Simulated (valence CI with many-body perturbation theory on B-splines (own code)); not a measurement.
**E1 transitions of Pm LV**

Computed by relativistic CI+MBPT: five valence electrons over a frozen Dirac-Fock core [He], radial functions for each j: 11 s, 11 p, 10 d, 8 f, 5 g, 2 h, with the one-electron correlation potential Σ1, the two-electron term Σ2, the three-electron term Σ3, Breit, model QED; selected CI, second order for the rest, scaled by the run's own slope (own B-spline code, finite nucleus).

No measured spectrum was set against this ion. As an estimate, large intervals hold to a few tenths of a per cent, small ones and those within an open d or f shell to about a per cent. Among the levels kept, up to 7300 cm⁻¹ of a level comes from second order outside the variational space, and about a tenth of that is noise between levels of different J, which matters for small intervals.

Lines 151 to 200 of 600 in falling wavelength, among levels below 7955.8 eV, chosen from the strongest by gf and those to the six lowest levels. Wavelengths and rates use the calculated energies. Electric multipoles are in the length gauge, E1 and E2 with the static RPA response of the core. Weak lines are less certain than strong ones. Lines between different terms over intervals too small for the method are left out, as are lines whose strength nearly cancels. The highest levels of a list are the least certain.

Levels are named by their leading jj configuration (3d3/2^4 stands for four electrons in 3d with j = 3/2), which in mixed levels can hold well under half, so a name can repeat and another be missing. Letters in brackets count levels of one name in rising energy.

```csv
λ vac (nm),Upper,Lower,A (s⁻¹),log gf,Branch %
4.741,(2s 2p1/2^2 2p3/2 3p3/2) J=1/2 [a],(2s 2p1/2^2 2p3/2 3s) J=3/2 [a],2.27e+11,-0.82,0.1
4.738,(2s 2p1/2 2p3/2^2 3p3/2) J=3/2 [a],(2s 2p1/2 2p3/2^2 3s) J=3/2 [a],2.02e+11,-0.56,0.1
4.736,(2s 2p1/2^2 2p3/2 3p1/2) J=1/2,(2s^2 2p1/2 2p3/2 3p1/2) J=3/2 [b],1.20e+11,-1.09,0.1
4.732,(2s 2p1/2 2p3/2^2 3p3/2) J=5/2 [b],(2s 2p1/2 2p3/2^2 3s) J=5/2 [b],1.64e+11,-0.48,0.1
4.717,(2s 2p1/2 2p3/2^2 3d3/2) J=7/2 [b],(2s 2p1/2 2p3/2^2 3p1/2) J=7/2,1.06e+11,-0.55,0.0
4.713,(2s 2p1/2 2p3/2^2 3p3/2) J=3/2 [f],(2s 2p1/2 2p3/2^2 3s) J=3/2 [d],6.50e+10,-1.06,0.1
4.686,(2s 2p1/2 2p3/2^2 3d5/2) J=5/2 [b],(2s 2p1/2 2p3/2^2 3p1/2) J=3/2 [c],6.58e+10,-0.89,0.0
4.683,(2p1/2^2 2p3/2^2 3p3/2) J=5/2,(2s 2p1/2 2p3/2^2 3p3/2) J=5/2 [c],7.11e+10,-0.85,0.0
4.678,(2s^2 2p3/2^2 3p3/2) J=3/2,(2s^2 2p3/2^2 3s) J=1/2,2.50e+11,-0.48,1.1
4.664,(2s 2p1/2 2p3/2^2 3p3/2) J=5/2 [f],(2s 2p1/2 2p3/2^2 3s) J=3/2 [d],1.35e+11,-0.58,0.2
4.638,(2s^2 2p1/2 2p3/2 3p3/2) J=5/2 [b],(2s^2 2p1/2 2p3/2 3s) J=3/2 [b],1.57e+11,-0.52,10.9
4.636,(2s 2p1/2 2p3/2^2 3p3/2) J=5/2 [e],(2s 2p1/2 2p3/2^2 3s) J=3/2 [c],1.05e+11,-0.69,0.3
4.628,(2p1/2^2 2p3/2^2 3p3/2) J=3/2 [a],(2s 2p1/2 2p3/2^2 3p3/2) J=3/2 [f],8.95e+10,-0.94,0.1
4.627,(2s 2p1/2 2p3/2^2 3s) J=3/2 [b],(2s^2 2p3/2^2 3s) J=3/2,7.30e+10,-1.03,0.1
4.621,(2s^2 2p1/2 2p3/2 3d3/2) J=5/2 [b],(2s^2 2p1/2 2p3/2 3p1/2) J=5/2,7.90e+10,-0.82,0.0
4.574,(2s 2p1/2 2p3/2^2 3d3/2) J=3/2 [e],(2s 2p1/2 2p3/2^2 3p1/2) J=3/2 [c],6.24e+10,-1.11,0.0
4.563,(2p1/2^2 2p3/2^2 3p1/2) J=1/2,(2s 2p1/2 2p3/2^2 3p1/2) J=1/2 [c],1.20e+11,-1.12,0.3
4.556,(2s 2p1/2 2p3/2^2 3d3/2) J=5/2 [e],(2s 2p1/2 2p3/2^2 3p1/2) J=5/2 [c],6.73e+10,-0.90,0.0
4.554,(2s 2p1/2 2p3/2^2 3p3/2) J=5/2 [e],(2s 2p1/2 2p3/2^2 3s) J=3/2 [b],4.58e+10,-1.07,0.2
4.549,(2s^2 2p1/2 2p3/2 3p3/2) J=5/2 [b],(2s^2 2p1/2 2p3/2 3s) J=5/2,1.72e+11,-0.49,12.0
4.537,(2s^2 2p1/2 2p3/2 3p3/2) J=3/2 [b],(2s^2 2p1/2 2p3/2 3s) J=1/2,7.99e+10,-1.01,0.5
4.536,(2s 2p1/2 2p3/2^2 3p3/2) J=3/2 [g],(2s 2p1/2 2p3/2^2 3s) J=3/2 [e],1.69e+11,-0.68,0.2
4.524,(2s 2p1/2 2p3/2^2 3p1/2) J=5/2 [c],(2s^2 2p3/2^2 3p1/2) J=5/2,4.37e+10,-1.09,0.2
4.517,(2s 2p1/2^2 2p3/2 3p3/2) J=3/2 [b],(2s^2 2p1/2 2p3/2 3p3/2) J=1/2 [b],9.64e+10,-0.93,0.1
4.451,(2s 2p1/2 2p3/2^2 3p3/2) J=1/2 [d],(2s 2p1/2 2p3/2^2 3s) J=3/2 [d],1.89e+11,-0.95,0.3
4.419,(2s 2p1/2^2 2p3/2^2) J=1/2,(2s^2 2p1/2 2p3/2^2) J=1/2,4.54e+10,-1.58,2.2
4.407,(2s 2p1/2 2p3/2^2 3p3/2) J=1/2 [d],(2s 2p1/2 2p3/2^2 3s) J=1/2 [b],1.50e+11,-1.06,0.2
4.388,(2s 2p1/2^2 2p3/2 3p3/2) J=5/2 [a],(2s 2p1/2^2 2p3/2 3s) J=5/2,1.60e+11,-0.56,0.1
4.256,(2p1/2^2 2p3/2^2 3s) J=1/2,(2s 2p1/2 2p3/2^2 3s) J=1/2 [c],1.65e+11,-1.05,0.2
4.212,(2p1/2^2 2p3/2^2 3p1/2) J=3/2,(2s 2p1/2 2p3/2^2 3p1/2) J=5/2 [b],1.13e+11,-0.92,0.0
4.210,(2s^2 2p1/2 2p3/2 3p3/2) J=1/2 [c],(2s^2 2p1/2 2p3/2 3s) J=3/2 [b],3.39e+11,-0.74,0.7
4.208,(2s 2p1/2 2p3/2^2 3s) J=3/2 [e],(2s^2 2p3/2^2 3s) J=3/2,2.11e+11,-0.65,0.4
3.992,(2s 2p1/2 2p3/2^2 3p3/2) J=5/2 [c],(2s 2p1/2 2p3/2^2 3s) J=7/2,6.05e+10,-1.06,0.1
3.904,(2p1/2^2 2p3/2^2 3p3/2) J=5/2,(2s 2p1/2 2p3/2^2 3p3/2) J=7/2 [b],7.81e+10,-0.97,0.0
3.885,(2p1/2^2 2p3/2^2 3p3/2) J=7/2,(2s 2p1/2 2p3/2^2 3p3/2) J=9/2,8.11e+10,-0.83,0.0
3.881,(2p1/2^2 2p3/2^2 3p1/2) J=5/2,(2s 2p1/2 2p3/2^2 3p1/2) J=7/2,6.01e+10,-1.09,0.0
3.873,(2s 2p1/2^2 2p3/2^2) J=3/2,(2s^2 2p1/2 2p3/2^2) J=5/2,5.01e+10,-1.35,1.4
3.628,(2s 2p1/2^2 2p3/2^2) J=3/2,(2s^2 2p1/2 2p3/2^2) J=3/2,1.77e+10,-1.85,0.5
3.624,(2p1/2^2 2p3/2^3) J=3/2,(2s 2p1/2 2p3/2^3) J=5/2,1.19e+11,-1.03,2.2
1.595,(2s 2p1/2 2p3/2^2 3p3/2) J=7/2 [a],(2s^2 2p1/2 2p3/2 3p3/2) J=5/2 [a],3.52e+11,-0.97,2.2
1.591,(2s 2p1/2 2p3/2^2 3d5/2) J=9/2 [a],(2s^2 2p1/2 2p3/2 3d5/2) J=7/2 [a],2.64e+11,-1.00,46.2
1.582,(2s 2p1/2 2p3/2^2 3d5/2) J=9/2 [b],(2s^2 2p1/2 2p3/2 3d5/2) J=7/2 [b],2.21e+11,-1.08,13.7
1.582,(2s 2p1/2 2p3/2^2 3s) J=5/2 [a],(2s^2 2p1/2 2p3/2 3s) J=3/2 [a],5.02e+11,-0.95,1.8
1.578,(2s 2p1/2 2p3/2^2 3p3/2) J=7/2 [b],(2s^2 2p1/2 2p3/2 3p3/2) J=5/2 [b],3.81e+11,-0.94,0.4
1.565,(2s 2p1/2 2p3/2^2 3p1/2) J=5/2 [a],(2s^2 2p1/2 2p3/2 3p1/2) J=3/2 [a],4.61e+11,-0.99,0.3
1.562,(2s 2p1/2 2p3/2^2 3d3/2) J=7/2 [a],(2s^2 2p1/2 2p3/2 3d3/2) J=5/2 [a],3.27e+11,-1.02,0.1
1.549,(2s 2p1/2 2p3/2^2 3s) J=7/2,(2s^2 2p1/2 2p3/2 3s) J=5/2,4.39e+11,-0.90,1.6
1.546,(2s 2p1/2 2p3/2^2 3d5/2) J=11/2,(2s^2 2p1/2 2p3/2 3d5/2) J=9/2,3.90e+11,-0.78,92.2
1.543,(2s 2p1/2 2p3/2^2 3d3/2) J=7/2 [b],(2s^2 2p1/2 2p3/2 3d3/2) J=5/2 [b],2.97e+11,-1.07,0.1
1.538,(2s 2p1/2 2p3/2^2 3p1/2) J=5/2 [b],(2s^2 2p1/2 2p3/2 3p1/2) J=3/2 [b],4.20e+11,-1.05,0.3
```
